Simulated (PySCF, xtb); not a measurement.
3-fluoropenta-1,4-diyne (C₅H₃F), SMILES C(C(C#C)F)#C.

xtb with GFN2-xTB at its own geometry gives an orbital gap of 6.16 eV and a dipole moment of 2.37 D.

Geometry optimised at B3LYP-D3(BJ)/def2-SVP.

Problem. What does PBE/def2-TZVP run with PySCF give? (Estimate from the structure and the level; the computed values follow.)

Solution. gap 5.31 eV (levels -7.03 and -1.72 eV), dipole 1.73 D.
